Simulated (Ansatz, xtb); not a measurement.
OSSe: which of two isomers lies lower

Structure a: `O=[Se]=S`, a singlet. Structure b: `O=S=[Se]`, a singlet. Both are isolated molecules in the gas phase, relaxed with r2SCAN-D4/def2-SVP.

Energies in hartree; the thermal terms are from r2SCAN-D4/def2-SVP harmonic frequencies (ideal gas, rigid rotor, one conformer each, 298.15 K, 1 atm) and include the zero-point energy:

```
                                 a            b
E, CCSD(T)/def2-TZVPP  −2872.942785  −2872.960600
    zero-point energy      0.003980      0.004487
         H(298 K) − E      0.008449      0.008909
         G(298 K) − E     −0.023459     −0.022932
```

Q: Work out ΔE, ΔE₀, ΔH and ΔG for a → b in kJ/mol (1 Eh = 2625.50 kJ/mol) and the equilibrium ratio [b]/[a].

A: 1. ΔE = −2872.960600 − (−2872.942785) = −0.017815 Eh = −46.77 kJ/mol.
2. ΔE₀ = ΔE + ΔZPE = −0.017815 + (+0.000507) Eh = −45.44 kJ/mol.
3. ΔH = ΔE + (+0.000460) Eh = −45.57 kJ/mol.
4. ΔG = ΔE + (+0.000527) Eh = −45.39 kJ/mol, so ΔS = (ΔH − ΔG)/T = −0.6 J/(mol K).
5. kT = 0.9442 mEh, so K = [b]/[a] = exp(−ΔG/kT) = exp(+18.31) ≈ 9.0 × 10^7.

Structure b is favoured at this temperature. An error of 4 kJ/mol in ΔG would change K by a factor of 5. Large T1 diagnostics make the coupled-cluster value less sure. Mirror images and further conformers aren't counted.

As drawn, b has 1 O=S in place of 1 O=Se.

Other levels gave ΔE = −48.4 (GFN2-xTB); −89.8 (HF/STO-3G, GFN2-xTB geometries); −27.8 (r2SCAN-D4/def2-SVP//GFN2-xTB); −25.5 (r2SCAN-D4/def2-SVP); −63.2 (HF/def2-TZVPP); −47.6 (MP2/def2-TZVPP) kJ/mol. The correlated steps freeze 15 core orbitals; the filled d shell of Se is correlated, in a basis made for valence electrons. Programs: Ansatz 0.2.0, xtb 6.7.1.
